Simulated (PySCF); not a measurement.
C₂H₆N, doublet, geometry from GFN2-xTB; MP2/6-31G* (PySCF).

Here is a job for PySCF.
```python
from pyscf import gto, scf, mp

mol = gto.Mole()
mol.atom = '''
    C    -1.24102663    0.21832096    0.05808953
    C     0.04187806   -0.52789987    0.05079988
    N     1.22703780    0.19702767   -0.12900707
    H    -2.03841948   -0.41392474    0.44464473
    H    -1.16376074    1.10673607    0.68627095
    H    -1.54178267    0.55252764   -0.94477418
    H     0.06280098   -1.52863019   -0.34799316
    H     1.22149345    1.09300043    0.34134908
    H     2.06529520   -0.33142950    0.07021572
'''
mol.basis = '6-31g*'
mol.spin = 1
mol.verbose = 4
mol.build()

mf = scf.UHF(mol)
mf.kernel()

pt = mp.MP2(mf, frozen=3)
pt.kernel()
print('E(MP2) = %.10f' % pt.e_tot)
```

### Question
What does PySCF print? Leave out banner, timings and long lists.

### Answer

```
PySCF version 2.14.0

[INPUT] verbose = 4
[INPUT] num. atoms = 9
[INPUT] num. electrons = 25
[INPUT] charge = 0
[INPUT] spin (= nelec alpha-beta = 2S) = 1
[INPUT] symmetry False subgroup None
[INPUT] Mole.unit = angstrom
[INPUT] Symbol           X                Y                Z      unit          X                Y                Z       unit  Magmom
[INPUT]  1 C     -1.241026630000   0.218320960000   0.058089530000 AA   -2.345200443992   0.412566821652   0.109773302405 Bohr   0.0
[INPUT]  2 C      0.041878060000  -0.527899870000   0.050799880000 AA    0.079138064028  -0.997586175494   0.095997860361 Bohr   0.0
[INPUT]  3 N      1.227037800000   0.197027670000  -0.129007070000 AA    2.318765386489   0.372328335261  -0.243788030433 Bohr   0.0
[INPUT]  4 H     -2.038419480000  -0.413924740000   0.444644730000 AA   -3.852054544178  -0.782204394782   0.840256762431 Bohr   0.0
[INPUT]  5 H     -1.163760740000   1.106736070000   0.686270950000 AA   -2.199189073121   2.091428064477   1.296864142745 Bohr   0.0
[INPUT]  6 H     -1.541782670000   0.552527640000  -0.944774180000 AA   -2.913546989901   1.044125915852  -1.785364449761 Bohr   0.0
[INPUT]  7 H      0.062800980000  -1.528630190000  -0.347993160000 AA    0.118676652554  -2.888692404842  -0.657611765622 Bohr   0.0
[INPUT]  8 H      1.221493450000   1.093000430000   0.341349080000 AA    2.308288083450   2.065471466732   0.645056274072 Bohr   0.0
[INPUT]  9 H      2.065295200000  -0.331429500000   0.070215720000 AA    3.902842294379  -0.626310984602   0.132688480439 Bohr   0.0

nuclear repulsion = 76.513184430693
number of shells = 30
number of NR pGTOs = 105
number of NR cGTOs = 54
basis = 6-31g*
ecp = {}

******** <class 'pyscf.scf.uhf.UHF'> ********
method = UHF
initial guess = minao
damping factor = 0
level_shift factor = 0
DIIS = <class 'pyscf.scf.diis.CDIIS'>
diis_start_cycle = 1
diis_space = 8
diis_damp = 0
SCF conv_tol = 1e-09
SCF conv_tol_grad = None
SCF max_cycles = 50
direct_scf = True
direct_scf_tol = 1e-13
number electrons alpha = 13  beta = 12
Set gradient conv threshold to 3.16228e-05
init E= -133.928369394404

cycle= 1 E= -133.582031586882  delta_E= 0.346  |g|= 0.219  |ddm|= 1.84
cycle= 2 E= -133.619351088534  delta_E= -0.0373  |g|= 0.0633  |ddm|= 0.277
cycle= 3 E= -133.62405574625  delta_E= -0.0047  |g|= 0.0207  |ddm|= 0.114
cycle= 4 E= -133.624738504674  delta_E= -0.000683  |g|= 0.0106  |ddm|= 0.0444
cycle= 5 E= -133.624977968893  delta_E= -0.000239  |g|= 0.00498  |ddm|= 0.0267
cycle= 6 E= -133.625031093523  delta_E= -5.31e-05  |g|= 0.00186  |ddm|= 0.0143
cycle= 7 E= -133.625038256222  delta_E= -7.16e-06  |g|= 0.000621  |ddm|= 0.00556
cycle= 8 E= -133.62503895347  delta_E= -6.97e-07  |g|= 0.000236  |ddm|= 0.00171
cycle= 9 E= -133.625039057418  delta_E= -1.04e-07  |g|= 9.39e-05  |ddm|= 0.000679
cycle= 10 E= -133.625039074921  delta_E= -1.75e-08  |g|= 3.4e-05  |ddm|= 0.000325
cycle= 11 E= -133.625039076822  delta_E= -1.9e-09  |g|= 1.41e-05  |ddm|= 9.7e-05
cycle= 12 E= -133.625039077128  delta_E= -3.06e-10  |g|= 5.67e-06  |ddm|= 4.04e-05
Extra cycle  E= -133.625039077172  delta_E= -4.36e-11  |g|= 3.44e-06  |ddm|= 1.29e-05
converged SCF energy = -133.625039077172  <S^2> = 0.76086505  2S+1 = 2.0108357

******** <class 'pyscf.mp.ump2.UMP2'> ********
nocc = (np.int64(10), np.int64(9)), nmo = (51, 51)
frozen orbitals 3
E(UMP2) = -134.025585798112  E_corr = -0.400546720940096
E(SCS-UMP2) = -134.021657633289  E_corr = -0.396618556117459
E_corr(same-spin) = -0.0969663565507562
E_corr(oppo-spin) = -0.303580364389339
E(MP2) = -134.0255857981
```
